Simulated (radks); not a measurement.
Results of a calculation; reference values are marked as such.
Task: Code: a radial shooting solver on a logarithmic mesh with Libxc functionals. Model: scalar-relativistic Kohn-Sham, LDA (Slater exchange, Perdew-Wang correlation), spin-unpolarised, spherical densities, finite nucleus; Fermi nuclear charge, rms radius of each element as measured or else 0.836 A^(1/3) + 0.57 fm. Response by self-consistent Sternheimer equations with the Hartree and adiabatic LDA kernel, the relativistic mass of each level held fixed and spin-orbit coupling left out. Rank Ga2+, Kr7+, Rb8+, Br6+, Cu, Se5+, As4+, Zn+, Ge3+ (NIST ground configurations) by static dipole polarisability, largest first.

Result: Cu 39.20, Zn+ 15.67, Ga2+ 8.614, Ge3+ 5.447, As4+ 3.736, Se5+ 2.704, Br6+ 2.034, Kr7+ 1.575, Rb8+ 1.248 bohr^3.
